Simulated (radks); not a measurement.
Question: The mean radii <r> (bohr) of the occupied orbitals of an atom or ion are listed with their occupations. All-electron calculation, scalar-relativistic Kohn-Sham, BLYP, spin-unpolarised, spherical densities, finite nucleus; Fermi nuclear charge, rms radius of each element as measured or else 0.836 A^(1/3) + 0.57 fm. Program: a radial shooting solver on a logarithmic mesh with Libxc functionals.

orbital  occ.      <r>
1s          2  0.02906
2s          2   0.1255
2p          6   0.1096
3s          2   0.3395
3p          6   0.3378
3d         10   0.3146
4s          2   0.8182
4p          6   0.8853
4d         10    1.093
5s          2    2.220

Name the element and its charge.

Answer: Z = 50, tin, charge +2: Sn2+ in [Kr] 4d10 5s2. The 1s radius gives Z: for a bare nucleus <r> = (2 gamma + 1)/(2Z) with gamma = sqrt(1 - (Z/c)^2), 0.02862 bohr for Z = 50, and screening makes it slightly larger (0.02906 here). The occupations add up to 48, and the charge is Z minus that.
